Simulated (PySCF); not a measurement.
ClCu, multiplicity 1.

```xyz
2

Cu     0.0000     0.0000    -0.7675
Cl     0.0000     0.0000     1.3092
```
Charge 0, spin multiplicity 1.

Coordinates come from a PBE0-D3(BJ)/def2-TZVPD optimisation. The spin state was assumed, not searched.

Method: PBE0/pcSseg-2 (PySCF). Non-relativistic, no solvent.

Q: Give the absolute GIAO shielding of each atom: isotropic value and principal components (ppm). (Estimate from the structure and the level; the computed values follow.)

A: 
```csv
atom,σ(iso),σ11,σ22,σ33,span
Cu1,1581.8,1167.4,1167.5,2410.6,1243.1
Cl2,1159.9,1154.9,1162.4,1162.4,7.5
```
